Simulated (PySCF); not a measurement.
Excitations are Tamm–Dancoff values on a coarser integration grid. The basis has no diffuse functions, so Rydberg states are missing or too high.

Species: [In(H)3(N(CH3)3)] (charge 0, multiplicity 1).

Estimate the T1 excitation (TDA), S1 oscillator strength and dipole moment that PBE-D3(BJ)/def2-TZVP // PBE0-D4/def2-SVP (PySCF 2.14.0) returns for this input.


```yaml
T1 excitation (TDA): 5.15 eV
S1 oscillator strength: 0.005
dipole_moment: 4.23 D
```
